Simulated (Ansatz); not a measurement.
`O[SiH](F)[SiH3]` → F• + `O[SiH][SiH3]`• at 600 K and 1 bar (homolysis of the F–Si bond).

Computed with Ansatz on PBE0-D4/def2-TZVP structures; ΔE is electronic, products minus reactants. CCSD(T)/CBS is the MP2 limit (def2-TZVPP, def2-QZVPP) plus CCSD(T) − MP2 in def2-TZVPP, frozen cores. This one scheme is used for every species, atoms too. Open shells (•) are unrestricted, without spin–orbit coupling. Spin–orbit coupling would lower the free atoms: a little for F. Each species was taken in one conformer, which may not be the lowest.

| species | CCSD(T)/CBS energy (Eh) | H − E (kJ/mol) | S (J/(mol·K)) |
| --- | --- | --- | --- |
| `O[SiH](F)[SiH3]` | -756.23815 | 192.9 | 428.9 |
| F• | -99.66871 | 12.5 | 175.0 |
| `O[SiH][SiH3]`• | -656.31721 | 174.3 | 399.1 |

H − E and S are ideal-gas, rigid-rotor, harmonic terms from PBE0-D4/def2-TZVP, for one conformer and one mirror image of each species, with the whole ground term of open shells counted as degenerate. 1 Eh = 2625.50 kJ/mol, R = 8.31446 J/(mol·K).

Task: By hand: ΔE, ΔH, ΔS and ΔG.

Result: ΔE = (-99.66871) + (-656.31721) − (-756.23815) = 0.25223 Eh = 662.2 kJ/mol. Δ(H − E) = 12.5 + 174.3 − 192.9 = -6.1, so ΔH = 656.1 kJ/mol. ΔS = 175.0 + 399.1 − 428.9 = 145.2 J/(mol·K). ΔG = 656.1 − 600 × (145.2)/1000 = 569.0 kJ/mol.

Task: By hand: the equilibrium constant, and the temperature at which ΔG would vanish if ΔH and ΔS stayed fixed.

Result: log₁₀ K = −ΔG/(RT ln 10) = -49.5. ΔG = 0 at ΔH/ΔS = 4519 K, far beyond where these terms or the molecules hold.

The number of gas molecules changes by +1, which sets the sign of ΔS. A doubt of 5 kJ/mol in ΔE shifts log₁₀ K by 0.4 here. Other conformers and mirror images would add mixing entropy, several J/(mol·K) or more a flexible species. These are equilibria of isolated gas molecules and say nothing of rates. Largest T1 diagnostic: 0.016 (customary marks: 0.02 for closed shells, 0.045 for open ones).
